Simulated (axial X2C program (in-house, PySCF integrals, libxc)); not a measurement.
## Which molecule gave these maps?

PBE0 fields computed with an axial X2C code built on PySCF integrals, without spin–orbit coupling, near the equilibrium distance, one atom at z = 0.

The maps cover the half plane through the axis: z from -2.4 to 3.9 Å along the bond, ρ from 0.15 to 2.25 Å away from it (steps of 0.3 Å, the bottom row nearest the axis).

log10 of the density in e/bohr³:

digits 0 to 9 span -5.30 to 1.86 evenly
```
1122233333332222111000
1222333343333332221100
1223344444443333322110
2233444555544444333211
2233455565555554443221
2234456666655665544321
2334456777666666554322
2334567898766776654322
```

Electron localisation function (collinear form, no current term, damped to 0 at low density):

digits 0 to 9 span 0.00 to 1.00 evenly
```
0000112222100000000000
0001233333210000000000
0001234443211000000000
0001234444322223221000
0001123444334556642100
0000123565336788875200
0000025545447779986310
0000036334547128987410
```

Axial spin density in 10⁻³ e/bohr³:

digits 0 to 9 span -3.12 to 3.12 evenly, values beyond are clipped
```
5555555555555555555555
5555555554445555555555
5555555554445555555555
5555667654345777655555
5555799943237999755555
5555799949219999955444
5555799959909999954444
5555459329519999134444
```

Task: Which molecule is it?
A. BiF
B. MgDb
C. ReGe
D. PtN

Result: D. PtN, with Pt at z = 0 and N at z = 1.670 Å, state M_S = 1/2, Λ = 1 (beyond evenly filled blocks: π+α), basis Pt dyall-cv3z [13s14p9d6f4g], N dyall-av3z [7s7p3d2f] (cores contracted in-house). Occupations by symmetry block were frozen at the best pattern of an incomplete PBE0 search. PBE0 can misorder states that lie within some tenths of an eV, so this need not be the ground state of the molecule. The nearest other spin-free determinant of the search, M_S = 3/2, Λ = 0, lies 0.34 eV up at the distance of the search. Without a current term, density functionals place determinants with orbital angular momentum somewhat too high. The determinant is spin-polarised beyond a pure state at some levels (its spin-free form has ⟨S²⟩ too high), which makes Re and μ there less reliable.
